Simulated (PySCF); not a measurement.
Magnesium: highly charged ions in a basis for the neutral atom

Mg¹⁰⁺ 1s2, Mg¹¹⁺ 1s1. All numbers are calculated (PySCF 2.14, no relativity, point nucleus, in pcseg-2 (5s3p1d, 19 functions)). No spin-orbit coupling, so a gap to NIST mixes the basis error with missing relativistic terms.

Changed run: basis of the neutral atom used for a highly charged ion. This setting is unsound on purpose.

```
species  method  sound run (hartree)  changed run (hartree)  converged
  Mg¹⁰⁺     UHF              not run             -136.60430        yes
  Mg¹⁰⁺    PBE0              not run             -136.54599        yes
  Mg¹⁰⁺     LDA              not run             -135.79247        yes
  Mg¹¹⁺     UHF              not run              -71.94239        yes
  Mg¹¹⁺    PBE0              not run              -71.89152        yes
  Mg¹¹⁺     LDA              not run              -71.47476        yes
```

Ionisation energy of Mg¹⁰⁺:

```json
{"method": "UHF", "changed run (eV)": "1759.5", "NIST (eV)": "1761.8"}
{"method": "PBE0", "changed run (eV)": "1759.3", "NIST (eV)": "1761.8"}
{"method": "LDA", "changed run (eV)": "1750.2", "NIST (eV)": "1761.8"}
```

The contracted functions were made for the neutral atom and can be too rigid for a highly charged ion.
